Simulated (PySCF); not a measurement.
# One molecule, several mistakes: BGeH6NSi

All numbers below are calculated, not measured. The program is PySCF 2.14.0, an open-source quantum chemistry code, run on an isolated molecule that a program drew, which may never have been made. The molecule is BGeH6NSi (charge 0, singlet), drawn as the SMILES string `B[SiH2][Ge][NH2]`.

Each row is a Hartree-Fock (HF) and frozen-core CCSD(T) single point in the cc-pV(D+d)Z basis, meant for a local HF minimum. Run 1 is clean. Each other run has one planted mistake out of seven kinds, and not every kind appears here: one electron removed, one electron added, multiplicity raised by two, geometry at a saddle point, minimal basis STO-3G, one bond length entered in bohr, all coordinates scaled. The reference is restricted for singlets and unrestricted otherwise, and also for a bond in bohr. Adding or removing an electron swaps singlet and doublet. Electrons count all cores. HOMO and LUMO are orbital energies over both spins, the gradient is its largest component, and the lowest frequency (negative if imaginary) is given only where the gradient is small. Bond lengths are over the 9 bonds as drawn. T1 is the CCSD diagnostic: over 0.02 (restricted) or 0.045 (unrestricted) a single reference is doubtful. Germanium has the cc-pVDZ-PP basis, with a core potential (ECP10MDF) in place of its 10 inner electrons, and its 3s, 3p and 3d shells are frozen in CCSD(T).

Geometry of the clean run:
```xyz
10
BGeH6NSi, angstrom
B     0.0430   -1.2857    1.4949
Si   -0.7288   -2.1857   -0.1436
Ge    0.6189   -1.3937   -2.1196
N     0.3694    0.3785   -1.8071
H     0.9249   -1.7912    2.1346
H    -0.2982   -0.1772    1.8096
H    -2.1479   -1.7949   -0.3785
H    -0.6737   -3.6700   -0.0699
H    -0.1745    0.8059   -1.0812
H     0.7476    1.0670   -2.4317
```

```
run,electrons,basis functions,<S^2>,HOMO (eV),LUMO (eV),gradient (hartree/bohr),lowest frequency (cm^-1),mean bond (Å),longest bond (Å),T1,HF (hartree),CCSD(T) (hartree),mistake
1,64,104,0.000,-7.97,0.92,2.7e-05,40,1.5273,2.520,0.0219,-664.91179,-665.42426,no fault
2,64,104,0.000,-7.91,1.02,3.7e-02,-,1.4647,2.416,0.0212,-664.89617,-665.40380,all coordinates scaled
3,64,104,0.827,-7.98,0.80,1.1e-02,-,1.6743,2.810,0.0449,-664.80477,-665.30677,?
4,63,104,0.794,-15.30,-6.07,3.4e-02,-,1.5273,2.520,0.0230,-664.65514,-665.13947,?
```

**Which mistake was planted in run 3, and what did it cost?**

The mean bond changes by a factor of 1.096 and the longest by 1.115, so the molecule wasn't scaled as a whole. A length L in bohr read as angstrom grows by (1/0.5292 - 1) L = 0.890 L. The 9 bonds together grew by 9 x 0.1470 = 1.323 Å, which gives L = 1.487 Å. That is the length of one of the H-Si bonds, 1.487 Å in the clean geometry. So the mistake is: one bond length entered in bohr. Subtracting run 1 and multiplying by 627.51 kcal/mol a hartree, the energy moved by 67.2 kcal/mol in HF and 73.7 kcal/mol in CCSD(T).

**Which mistake was planted in run 4, and what did it cost?**

It counts 63 electrons, one fewer than the clean run, at the same geometry and basis. So the mistake is: one electron removed. Subtracting run 1 and multiplying by 627.51 kcal/mol a hartree, the energy moved by 161.1 kcal/mol in HF and 178.7 kcal/mol in CCSD(T).

Cautions from the logs. Run 1: T1 is over the limit, so its CCSD(T) energy is less reliable; run 2: T1 is over the limit, so its CCSD(T) energy is less reliable.
